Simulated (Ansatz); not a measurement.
Reaction (substitution at a C–Si bond): `OC[SiH]1[SiH2][SiH2]1` + `CNC` → `CN(C)CO` + `[SiH2]1[SiH2][SiH2]1`

Gas-phase electronic energies from Ansatz, PBE0-D4/def2-TZVP geometries. CCSD(T)/CBS adds triple-zeta CCSD(T) − MP2 to the extrapolated MP2 energy (def2 sets, frozen cores). DFT in def2-TZVPP. HSE06 is defined as in plane-wave codes. Each species was taken in one conformer, which may not be the lowest.

`OC[SiH]1[SiH2][SiH2]1`:

```xyz
13

O    -1.302    1.780   -1.528
C    -0.020    1.285   -1.186
Si   -0.180   -0.503   -0.590
Si    1.405   -1.258    0.943
Si   -0.805   -0.915    1.611
H    -1.205    2.675   -1.867
H     0.667    1.298   -2.044
H     0.451    1.873   -0.386
H    -0.640   -1.453   -1.634
H     1.933   -2.641    0.839
H     2.426   -0.293    1.426
H    -1.650   -2.094    1.922
H    -1.081    0.246    2.494
```

`CNC`:

Cartesian coordinates in Å:
```
C 0.280 0.480 -1.073
N -0.683 0.193 -0.035
C -0.148 -0.657 1.003
H -0.151 1.169 -1.802
H 0.533 -0.444 -1.602
H 1.224 0.915 -0.702
H -1.021 1.056 0.368
H 0.081 -1.642 0.586
H -0.892 -0.798 1.790
H 0.777 -0.272 1.467
```

`CN(C)CO`:

Z-matrix (Å, degrees):
```
C
N 1 1.447
H 1 1.090 2 109.6
H 1 1.092 2 109.9 3 119.2
H 1 1.105 2 112.3 3 -120.4
C 2 1.443 1 111.8 3 178.4
C 2 1.439 1 112.2 3 51.1
H 6 1.092 2 110.1 1 177.0
H 6 1.092 2 109.6 1 58.3
H 6 1.105 2 113.2 1 -61.8
O 7 1.400 2 111.6 1 -68.4
H 7 1.099 2 107.4 1 168.9
H 7 1.103 2 112.8 1 49.8
H 11 0.963 7 106.5 2 -51.7
```

`[SiH2]1[SiH2][SiH2]1`:

```xyz
9

Si   -1.191    0.115   -0.615
Si    0.534    1.059    0.635
Si    0.657   -1.173   -0.021
H    -1.344    0.524   -2.033
H    -2.486   -0.153    0.056
H     1.431    2.042   -0.022
H     0.287    1.362    2.066
H     1.628   -1.551   -1.078
H     0.483   -2.224    1.012
```

```json
{"level": "ωB97M-V", "ΔE (kJ/mol)": "1.2"}
{"level": "r2SCAN", "ΔE (kJ/mol)": "0.2"}
{"level": "HSE06", "ΔE (kJ/mol)": "3.0"}
{"level": "LC-ωPBE", "ΔE (kJ/mol)": "2.8"}
{"level": "CCSD/def2-SVP", "ΔE (kJ/mol)": "-19.3"}
{"level": "HF/def2-TZVPP", "ΔE (kJ/mol)": "-1.1"}
{"level": "CCSD(T)/def2-TZVPP", "ΔE (kJ/mol)": "-3.1"}
{"level": "SCS-MP2/def2-QZVPP", "ΔE (kJ/mol)": "1.4"}
```

**Question.** What does CCSD(T)/CBS give? (An estimate is asked.)

**Answer.** Ansatz gave: +1.4 kJ/mol. The listed levels differ from it by -0.2, -1.2, 1.6, 1.4, -20.7, -2.5, -4.5, 0.0 kJ/mol.

**Question.** What do rigid-rotor, harmonic-oscillator terms from PBE0-D4/def2-TZVP frequencies (298.15 K, 1 bar) make of the CCSD(T)/CBS value? (An estimate is asked.)

**Answer.** Ansatz gave: ΔZPE = -3.2 kJ/mol, ΔH = -4.1 kJ/mol, ΔS = -34 J/(mol·K), ΔG = +6.0 kJ/mol.

Largest T1 diagnostic among the species: 0.015.

Leaving LDA and LC-ωPBE aside and taking each functional with its dispersion term where it has one, the values, not all of them listed here, spread over 6.0 kJ/mol, from ωB97X-V to BLYP-D4. LDA lies −16.5 kJ/mol from PBE without D4. From BLYP to BHLYP (50 % exact exchange), in def2-TZVPP and without D4, ΔE moves by −6.6 kJ/mol. At CCSD(T), def2-SVP lies −22.0 kJ/mol from the extrapolated value and def2-TZVPP −4.6 kJ/mol.
